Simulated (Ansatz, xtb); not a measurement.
Noncovalent pair: CH4 (SMILES C) (first 5 atoms) with C2H6O (SMILES COC); geometry from B3LYP-D3(BJ)/def2-TZVP, rigid monomers moved along the line of their centres of mass till H5···O7 is 3.58 Å.
(charge 0, multiplicity 1):
```xyz
14

C      0.10012     0.04827    -0.37655
H      1.14706     0.28507    -0.56454
H     -0.50867     0.43419    -1.19350
H     -0.01937    -1.03352    -0.31961
H     -0.21394     0.50107     0.56259
C      1.05906     0.21457     4.28715
O     -0.32577     0.43981     4.14236
C     -1.08070    -0.74423     4.27324
H      1.43423    -0.47652     3.52123
H      1.29504    -0.19959     5.27623
H      1.55937     1.17514     4.17456
H     -0.80304    -1.48243     3.50968
H     -2.12909    -0.47868     4.14619
H     -0.94277    -1.19866     5.26319
```

Counterpoise-corrected where a basis set is named; no monomer relaxation.

Frozen-core correlation.

The values were computed with Ansatz (a quantum-chemistry and plane-wave program); xtb for the GFN methods. 

Q: What is the computed interaction energy (GFN2-xTB)?

A: -0.6 kcal/mol
